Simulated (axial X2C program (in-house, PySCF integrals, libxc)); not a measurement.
## TaCO: properties at the nuclei

Calculated with an axial X2C code built on PySCF integrals: two-component X2C with atomic mean-field Coulomb and Gaunt terms, Gaussian nuclei, basis Ta dyall-v3z, C dyall-v3z, O dyall-av3z with contracted cores.

Ta–C–O held linear, with bonds 2.014 and 1.157 Å (near the PBE0 minimum at charge 0 of the determinant lowest at the starting distance; the state shown can have its own minimum elsewhere, held linear; other orders of the atoms were not compared).

Determinant lowest in the PBE0 search, Ω = 5/2 (⟨Sz⟩ = 2.47, ⟨Lz⟩ = 0.03 at PBE0), spin on the atoms Ta 2.21, C 0.13, O 0.13:

```
level  Eeff magnitude (GV/cm)  Ws magnitude Ta (kHz)  A∥/gI Ta (MHz)  qzz Ta (a.u.)  A∥/gI C (MHz)  qzz C (a.u.)  A∥/gI O (MHz)  qzz O (a.u.)  μ (D)
 PBE0                    30.4                   10.6            1730          -1.26          -7.63         -0.67          -9.09         -0.15  -3.33
   HF                    33.6                   11.2            1450          -2.64          -20.7         -0.91            2.2         -0.20  -3.68
B3LYP                    32.1                   11.3            1800          -1.29          -1.35         -0.66          -9.85         -0.16  -3.30
```

Determinant 0.00 eV from it at PBE0 and this distance, Ω = 1/2 (⟨Sz⟩ = -1.44, ⟨Lz⟩ = 1.94 at PBE0), spin on the atoms Ta -1.20, C -0.11, O -0.14:

| level | Eeff magnitude (GV/cm) | Ws magnitude Ta (kHz) | A∥/gI Ta (MHz) | qzz Ta (a.u.) | A∥/gI C (MHz) | qzz C (a.u.) | A∥/gI O (MHz) | qzz O (a.u.) | μ (D) |
| --- | --- | --- | --- | --- | --- | --- | --- | --- | --- |
| PBE0 | 12.2 | 27.5 | 2970 | -5.90 | 88.3 | -0.68 | 46.2 | -0.18 | -1.73 |
| HF | 86.7 | 179 | 775 | -5.84 | 154 | -0.90 | -11.6 | -0.24 | -1.20 |
| B3LYP | 5.81 | 14.9 | 2830 | -5.92 | 66.6 | -0.69 | 51.6 | -0.19 | -1.88 |

Eeff is the effective electric field on the electron electric dipole moment in this Ω state and Ws the scalar–pseudoscalar constant of the nucleus named (defined with the proton number Z and per Ω); A∥ (defined per Ω) follows by multiplying with gI = μI/(I μN); qzz is the electric field gradient, eQq0 = 234.96 MHz × Q/barn × qzz; μ is positive if the O end (last atom) is positive. The operators were transformed with the bare-nucleus X2C matrices; with these basis sets, hyperfine constants and field gradients can be off by tens of per cent, and where levels differ in sign neither size nor sign is settled.

(1) With gI(181Ta) = 0.6773, Q(17O) = -0.02558 barn (g factors from the IAEA table of nuclear moments by Stone; Q from Pyykkö, Mol. Phys. 2018), turn the PBE0 values of the first state into constants in MHz.

The molecule was held linear; bending was not examined, so a bent shape may lie lower.

Each state is one determinant with collinear spin, which with several unpaired electrons need not be a pure state. Unrestricted Hartree–Fock can overshoot spin polarisation at the nuclei. This is the top spin component of a Σ state; components of lower Ω are not single determinants and can lie lower. With several open shells hyperfine constants can be off by a factor of several. Where Eeff spreads by more than a factor of two the levels disagree and none is to be relied on. At B3LYP, HF a later determinant lies lower. States lie within half an eV, so the first need not be the ground state. Where a field gradient or hyperfine factor spreads by more than a factor of two over the levels, a constant derived from it is not to be relied on. PBE0 term energies can be off by some tenths of an eV.

Answers

(1) A∥(181Ta) = 1730 × 0.6773 = 1170 MHz; eQq0(17O) = 234.96 × (-0.02558) × (-0.15) = 0.902 MHz.
